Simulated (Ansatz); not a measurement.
Species: CH₄OSi₂, SMILES `O=C=[SiH][SiH3]` (charge 0, multiplicity 1).

Task: Give a relaxed geometry from B3LYP-D3(BJ)/def2-TZVP run with Ansatz (an electronic-structure program).

Result: the end point of this relaxation (outside a Z-matrix the atoms follow the SMILES, hydrogens last).
Bond lengths (Å): O1–C2 1.140, C2–Si3 1.851, Si3–Si4 2.390, Si3–H5 1.509, Si4–H6 1.484, Si4–H7 1.483, Si4–H8 1.484. Angles (°): O1–C2–Si3 171.3, C2–Si3–Si4 87.6, C2–Si3–H5 87.9, Si4–Si3–H5 98.7, Si3–Si4–H6 109.0, Si3–Si4–H7 116.3, Si3–Si4–H8 106.1, H6–Si4–H7 108.6, H6–Si4–H8 108.4, H7–Si4–H8 108.2.
